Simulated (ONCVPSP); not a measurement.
Before and after: ONCV potential for tantalum (Ta)

* Element: tantalum
* Generator: ONCVPSP 4.0.1
* Type: optimised norm-conserving Vanderbilt (ONCV)
* Functional: PBEsol
* Relativity: scalar-relativistic
* Frozen core: [Kr] 4d10 4f14
* Valence charge: 13
* Reference configuration: 5s2 5p6 5d3 6s2
* Partial waves: 5s+6s: rc 1.75 bohr, ncon 5, nbas 10, qcut 5.4 1/bohr, 3 projectors, debl 2.4 Ha; 5p: rc 1.40 bohr, ncon 3, nbas 7, qcut 6 1/bohr, 2 projectors, debl 2.4 Ha; 5d: rc 1.85 bohr, ncon 3, nbas 7, qcut 5.1 1/bohr, 2 projectors, debl 2.9 Ha
* Local potential: polynomial inside 1.15 bohr (lpopt 3, dvloc0 3 Ha)
* Core correction: polynomial model core, fcfact 0.5

Change: core correction none.

Cutoffs: the cutoffs (Ha) at which the residual kinetic energy of the hardest occupied pseudo-wave falls to 1 and 0.1 mHa per electron; they do not see the model core or the augmentation charge, which bear on the density cutoff. Errors are all-electron minus pseudo energies relative to the spin-unpolarised reference configuration.

Problem. How do hardness, ghosts and transferability respond?

Solution. The potential gets neither clearly harder nor softer (24 Ha and 87 Ha → 24 Ha and 87 Ha); of the 4 tests that both files solve, the error grows in 0 and shrinks in 4 by more than 15 % and 0.3 meV (median size 33.0 → 9.9 meV); neither file shows a bound ghost.

```csv
quantity,base,changed
"cutoff, loose",24 Ha,24 Ha
"cutoff, tight",87 Ha,87 Ha
bound ghosts,none,none
GHOST(+) flags under 300 eV,none,none
"error for 5s2 5p6 5d3 6s1, meV [ΔE 8.51 eV]",-4.7,-3.2
"error for 5s2 5p6 5d3 6s0, meV [ΔE 23.48 eV]",-19,-5.6
"error for 5s2 5p6 5d2 6s0, meV [ΔE 47.09 eV]",-47,-14
"error for 5s1 5p6 5d3 6s2, meV [ΔE 79.25 eV]",-558,-457
s: phases at 1.78 bohr within 0.05 rad from the reference energy up to (Ha; the scan ends near 5),to the end of the scan,to the end of the scan
p: phases at 1.42 bohr within 0.05 rad from the reference energy up to (Ha; the scan ends near 5),to the end of the scan,to the end of the scan
d: phases at 1.88 bohr within 0.05 rad from the reference energy up to (Ha; the scan ends near 5),to the end of the scan,to the end of the scan
```
